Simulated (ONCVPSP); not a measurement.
# An all-electron radial function and its pseudo partner (sulfur (S))

Columns: radius, all-electron u(r) and pseudo u(r) of the 3s shell (level -17.08 eV) of sulfur in the configuration [Ne] 3s2 3p4; PBEsol, non-relativistic, ONCV scheme, ONCVPSP 4.0.1.

| r (bohr) | all-electron | pseudo |
| --- | --- | --- |
| 0.082 | 0.1662 | 0.0141 |
| 0.165 | -0.1296 | 0.0326 |
| 0.248 | -0.3463 | 0.0587 |
| 0.330 | -0.4071 | 0.0942 |
| 0.413 | -0.3477 | 0.1411 |
| 0.495 | -0.2178 | 0.1987 |
| 0.578 | -0.0530 | 0.2678 |
| 0.660 | 0.1165 | 0.3442 |
| 0.742 | 0.2769 | 0.4251 |
| 0.825 | 0.4210 | 0.5075 |
| 0.908 | 0.5430 | 0.5867 |
| 0.990 | 0.6408 | 0.6587 |
| 1.072 | 0.7168 | 0.7217 |
| 1.155 | 0.7731 | 0.7733 |
| 1.238 | 0.8106 | 0.8102 |
| 1.320 | 0.8317 | 0.8315 |
| 1.402 | 0.8394 | 0.8394 |
| 1.485 | 0.8360 | 0.8360 |
| 1.568 | 0.8233 | 0.8233 |
| 1.650 | 0.8038 | 0.8038 |
| 1.733 | 0.7785 | 0.7785 |
| 1.815 | 0.7494 | 0.7494 |
| 1.898 | 0.7171 | 0.7171 |
| 1.980 | 0.6833 | 0.6833 |
| 2.062 | 0.6485 | 0.6485 |
| 2.145 | 0.6128 | 0.6128 |

Question: How many radial nodes do the two functions have?

Answer: The all-electron 3s function has n − l − 1 = 2; the pseudo-wave has 0, since the states of the same l below it are removed with the core.

Question: At about which radius was the pseudo-wave matched?

Answer: 1.45 bohr. The columns agree to 0.0005 from 1.16 bohr on; several derivatives are matched, so the curves merge somewhat inside the radius.

Question: Is the pseudo-wave norm-conserving?

Answer: Yes: the ONCV scheme keeps the norm inside the radius equal to the all-electron one, which fixes the energy derivative of the logarithmic derivative at the level.
